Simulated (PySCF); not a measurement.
How methods differ on the ionisation energy of Os³⁵⁺

Os³⁵⁺ [Kr] 4d5 [4d3/2^4 4d5/2^1, M_J = 5/2] → Os³⁶⁺ [Kr] 4d4 [4d3/2^4, M_J = 0], as a difference of total energies. Calculation: PySCF 2.14, in an even-tempered Gaussian basis (17 s from 3.7 bohr⁻², ratio 2.8; 14 p from 4.8 bohr⁻², ratio 2.8; 9 d from 4.8 bohr⁻², ratio 2.8; 3 f from 20 bohr⁻², ratio 3); the two-component X2C-1e Hamiltonian. Correlated levels: [Ar] 3d10 frozen; the 92 highest virtual spinors dropped. "Screened" scales the spin-orbit matrix elements by Boettger's factors to mimic the two-electron term; Breit and QED terms are absent.

| method | ionisation energy (eV) |
| --- | --- |
| GHF (spin-free) | 1544.7 |
| GMP2 (spin-free) | 1544.6 |
| GHF (screened spin-orbit) | 1527.3 |
| GMP2 (screened spin-orbit) | 1527.1 |

Breit and QED terms and the two-electron picture change are absent.

The spin-free rows relax to the high-spin LS determinant and lack the spin-orbit shift.

The labels give the starting determinants; with spin-orbit coupling the two ends relaxed to ⟨J²⟩ = 8.75, ⟨L²⟩ = 5.41, ⟨S²⟩ = 3.25 and ⟨J²⟩ = 0.00, ⟨L²⟩ = 2.49, ⟨S²⟩ = 2.49.

For comparison: 1528 ± 5 eV (theoretical estimate listed by NIST; NIST Atomic Spectra Database, ionization energies).
